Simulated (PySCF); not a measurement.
## Spinor energies of Nb⁺ (niobium, charge +1)

Start: [Kr] 4d3 5p1; 4d5/2 filled at m_j = +1/2, +3/2, +5/2; 5p3/2 filled at m_j = +3/2. Calculated with PySCF 2.14 in x2c-TZVPall-2c: generalised Hartree-Fock with the X2C-1e Hamiltonian and a Gaussian nucleus; one run each with spin-orbit coupling (SO) switched off, then screened by Boettger's factors. This is a chosen level, not necessarily the ground level.

| spinor shell | electrons | ε, spin-free (eV) | ε, screened SO (eV) | weight of nominal j (screened SO) | rms radius, screened SO (bohr) |
| --- | --- | --- | --- | --- | --- |
| 1s1/2 | 2 | -19098.3 | -19097.4 | 1.000 | 0.0415 |
| 2s1/2 | 2 | -2754.5 | -2754.3 | 1.000 | 0.171 |
| 2p1/2 | 2 | -2454.4 | -2520.4 | 1.000 | 0.149 |
| 2p3/2 | 4 | -2454.4 | -2423.4 | 1.000 | 0.154 |
| 3s1/2 | 2 | -500.53 | -500.55 | 1.000 | 0.471 |
| 3p1/2 | 2 | -399.67 | -410.86 | 1.000 | 0.471 |
| 3p3/2 | 4 | -399.67 | -394.49 | 1.000 | 0.482 |
| 3d3/2 | 4 | -234.68 | -236.44 | 0.983 | 0.472 |
| 3d5/2 | 6 | -234.68 | -233.56 | 0.989 | 0.475 |
| 4s1/2 | 2 | -83.334 | -83.386 | 1.000 | 1.24 |
| 4p3/2 | 4 | -53.943 | -52.930 | 0.869 | 1.39 |
| 4p1/2 | 2 | -53.943 | -56.242 | 0.737 | 1.38 |
| 4d5/2 | 3 | -18.567 | -18.571 | 0.772 | 2.07 |
| 5p3/2 | 1 | -9.447 | -9.386 | 1.000 | 4.50 |

```json
{"quantity": "E (hartree)", "spin-free": "-3816.66668", "screened SO": "-3817.06787"}
{"quantity": "M_J", "spin-free": "6", "screened SO": "6"}
{"quantity": "⟨J²⟩", "spin-free": "42.008", "screened SO": "42.008"}
{"quantity": "⟨L²⟩", "spin-free": "20.007", "screened SO": "20.055"}
{"quantity": "⟨S²⟩", "spin-free": "6.001", "screened SO": "5.993"}
```

Each row is a mean over spinors that exchange with the open shell spreads, by up to 6.700 eV (4p3/2).

Rows whose weight is well below 1 are mixtures of j = l ± 1/2: exchange outweighs spin-orbit coupling there, and the label is only the starting occupation.

Breit and QED terms are absent; they matter most for the inner s and p1/2 levels.

Densities and radii are taken from the X2C orbitals without a picture-change correction, which distorts them close to the nucleus.

Without spin-orbit coupling the j labels of p, d and f shells carry no meaning; the spin-free column gives the mean over the occupied spinors of each nl shell.
